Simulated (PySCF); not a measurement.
# How methods differ on the ionisation energy of Dy(46+)

Dy(46+) [Ar] 3d2 [3d3/2^2, M_J = 2] → Dy(47+) [Ar] 3d1 [3d3/2^1, M_J = 3/2], as a difference of total energies. Calculation: PySCF 2.14, in an uncontracted even-tempered set (16 s from 11 bohr⁻², ratio 2.8; 12 p from 15 bohr⁻², ratio 2.8; 8 d from 15 bohr⁻², ratio 2.8; 3 f from 45 bohr⁻², ratio 3); the two-component X2C-1e Hamiltonian. Correlated levels: [Ne] frozen; the 74 highest virtual spinors dropped. "Screened" scales the spin-orbit matrix elements by Boettger's factors to mimic the two-electron term; Breit and QED terms are absent.

| method | ionisation energy (eV) |
| --- | --- |
| GHF (spin-free) | 3831.6 |
| GMP2 (spin-free) | 3831.1 |
| GHF (screened spin-orbit) | 3854.0 |
| GMP2 (screened spin-orbit) | 3853.7 |

Breit and QED terms and the two-electron picture change are absent.

The spin-free rows relax to the high-spin LS determinant and lack the spin-orbit shift.

The labels give the starting determinants; with spin-orbit coupling the two ends relaxed to ⟨J²⟩ = 6.02, ⟨L²⟩ = 10.22, ⟨S²⟩ = 1.54 and ⟨J²⟩ = 3.75, ⟨L²⟩ = 6.03, ⟨S²⟩ = 0.78.

For comparison: 3852 ± 4 eV (theoretical estimate listed by NIST; NIST Atomic Spectra Database, ionization energies).
